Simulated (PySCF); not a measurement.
CH₅FSn, SMILES [SnH2]([F])[CH3] (B3LYP/def2-SVP optimised geometry):

```
8

Sn     0.123    -0.752     0.000
C     -0.761     1.215     0.000
F     -0.370    -1.546     1.720
H     -0.544    -1.819    -1.174
H      1.843    -0.752     0.000
H     -0.313     1.819     0.802
H     -0.582     1.706    -0.968
H     -1.843     1.128     0.168
```

Method: B3LYP/def2-TZVP, def2 effective core potentials past Kr (PySCF).

Q: What are the frontier orbital energies and the dipole moment?

A: HOMO-2 -10.19 eV, HOMO-1 -8.88 eV, HOMO -8.46 eV, LUMO -0.76 eV, LUMO+1 -0.36 eV; dipole moment 3.13 D.
